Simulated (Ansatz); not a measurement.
**Molecular dynamics of CH8Ge2**

input.yaml

```yaml
crystal:
  periodic: [false, false, false]
  atoms:
    - { symbol: Ge, position_ang: [-0.143476, 0.057462, -0.002656] }
    - { symbol: Ge, position_ang: [0.092887, -0.019681, 2.422395] }
    - { symbol: H, position_ang: [-1.275209, -0.317633, 3.096589] }
    - { symbol: H, position_ang: [1.082002, -1.14277, 2.84068] }
    - { symbol: H, position_ang: [0.62473, 1.325359, 2.98691] }
    - { symbol: H, position_ang: [1.24984, 0.309355, -0.64835] }
    - { symbol: H, position_ang: [-1.068316, 1.245774, -0.395178] }
    - { symbol: C, position_ang: [-0.901338, -1.629674, -0.690238] }
    - { symbol: H, position_ang: [-1.907831, -1.798676, -0.261446] }
    - { symbol: H, position_ang: [-0.987007, -1.587049, -1.793493] }
    - { symbol: H, position_ang: [-0.251184, -2.482767, -0.416513] }
basis:
  gaussian: { orbitals: def2-SVP }
hamiltonian:
  xc: pbe
  dispersion: d4
md:
  timestep: 0.5
  n_steps: 150
  ensemble: nvt_langevin
  temperature: 400.0
  initial_velocities: maxwell_boltzmann
  seed: 21621
  friction: 0.01
```

Launched with:

```bash
$ ansatz run input.yaml --threads 2 --pin off --max-ram 3072MiB --backend cpu --events-out ev --progress --plain --runs-dir out
```

It starts from a relaxed structure.

Output, in part (step lines, the closing report, with atoms numbered from 0):

```
md step     0: t =     0.00 fs  T =   363.6 K  F+E_penalty+E_count = -114170.00795949 eV  E_kin = 0.517040 eV  (25 SCF iters)
[... lines left out ...]
Total energy: -114169.55898221 eV, -4195.6539056897 hartree
Atom 0 at    -0.152671     0.149857     0.037161 Å, force     1.073321    -0.352050    -1.254844 eV/Å
Atom 1 at     0.149338     0.003339     2.367131 Å, force     1.585398     0.072128     0.788296 eV/Å
Atom 2 at    -0.949641    -0.822062     3.042108 Å, force    -0.309976    -0.071402     0.108387 eV/Å
Atom 3 at     1.545300    -0.752721     2.659472 Å, force    -0.731084     0.266941    -0.174944 eV/Å
Atom 4 at     0.344837     1.388006     3.019462 Å, force    -0.155832     0.110625     0.215750 eV/Å
Atom 5 at     1.190599     0.118628    -0.833378 Å, force    -0.407406     0.042755     0.546393 eV/Å
Atom 6 at    -0.930883     1.323955    -0.484316 Å, force    -0.445256     0.847258    -0.137333 eV/Å
Atom 7 at    -1.182199    -1.465947    -0.288374 Å, force    -0.952738    -0.848902     0.989766 eV/Å
Atom 8 at    -2.276196    -1.133786    -0.360236 Å, force     0.968485    -0.588179     0.054517 eV/Å
Atom 9 at    -0.896001    -2.084232    -1.184727 Å, force    -0.153259     0.303729     0.617975 eV/Å
Atom 10 at    -1.034134    -2.026372     0.726772 Å, force    -0.471653     0.217097    -1.753964 eV/Å
Dipole moment:    -0.139526    -0.067639    -0.046092 e Å
```

The steps, from the saved trajectory:

```
time (fs)  T (K)  potential energy less start (eV)
      0.0    364                             0.000
      2.5    246                             0.175
      5.0    254                             0.165
      7.5    211                             0.285
     10.0    307                             0.186
     12.5    276                             0.252
     15.0    280                             0.240
     17.5    244                             0.273
     20.0    144                             0.395
     22.5    294                             0.186
     25.0    224                             0.313
     27.5    325                             0.198
     30.0    199                             0.383
     32.5    295                             0.225
     35.0    194                             0.398
     37.5    275                             0.285
     40.0    315                             0.262
     42.5    234                             0.379
     45.0    267                             0.382
     47.5    310                             0.285
     50.0    323                             0.303
     52.5    230                             0.411
     55.0    281                             0.295
     57.5    216                             0.352
     60.0    236                             0.309
     62.5    187                             0.374
     65.0    276                             0.262
     67.5    248                             0.331
     70.0    255                             0.336
     72.5    265                             0.323
     75.0    191                             0.449
```

All steps were run. The mean temperature of the second half is 35 % below the set value. A run of 0.075 ps of so small a system gives no equilibrium averages.

The same pairs are bonded in the first frame and the last. Pairs count as bonded within 1.25 times the sum of covalent radii (0.12 Å more for H–H).

Last frame:

```xyz
11
Properties=species:S:1:pos:R:3
Ge -0.153 0.150 0.037
Ge 0.149 0.003 2.367
H -0.950 -0.822 3.042
H 1.545 -0.753 2.659
H 0.345 1.388 3.019
H 1.191 0.119 -0.833
H -0.931 1.324 -0.484
C -1.182 -1.466 -0.288
H -2.276 -1.134 -0.360
H -0.896 -2.084 -1.185
H -1.034 -2.026 0.727
```

The run took 8.6 min on 2 threads of Intel(R) Xeon(R) Platinum 8259CL CPU @ 2.50GHz (Skylake/Cascade Lake), with other jobs on the host, peak memory 0.19 GiB.
